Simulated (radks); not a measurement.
Values are calculated unless marked as measured or tabulated.
Dispersion coefficients C6 (hartree bohr^6) between ground-configuration atoms and ions, from the Casimir-Polder integral (3/pi) of alpha_A(iw) alpha_B(iw). Code: a radial shooting solver on a logarithmic mesh with Libxc functionals. Model: scalar-relativistic Kohn-Sham, LDA (Slater exchange, Perdew-Wang correlation), spin-unpolarised, spherical densities, finite nucleus; Fermi nuclear charge, rms radius of each element as measured or else 0.836 A^(1/3) + 0.57 fm. Response by self-consistent Sternheimer equations with the Hartree and adiabatic LDA kernel, the relativistic mass of each level held fixed and spin-orbit coupling left out.

C6         C       C+      C2+       C3+        C4+        C5+
C      59.81
C+     29.25    14.60
C2+    19.64    9.727    6.503
C3+    11.06    5.386    3.624     2.050
C4+  0.08535  0.04832  0.03108   0.01627  0.0008643
C5+  0.03447  0.01955  0.01258  0.006595  0.0003688  0.0001579

Static polarisabilities (bohr^3): C ([He] 2s2 2p2) 14.48, C+ ([He] 2s2 2p1) 6.029, C2+ ([He] 2s2) 4.249, C3+ ([He] 2s1) 2.734, C4+ ([He]) 0.009435, C5+ (1s1) 0.003788. The combination rule 2 Ca Cb / ((alpha_b/alpha_a) Ca + (alpha_a/alpha_b) Cb) gives 0.03050 for C5+-C, against 0.03447 from the integral.
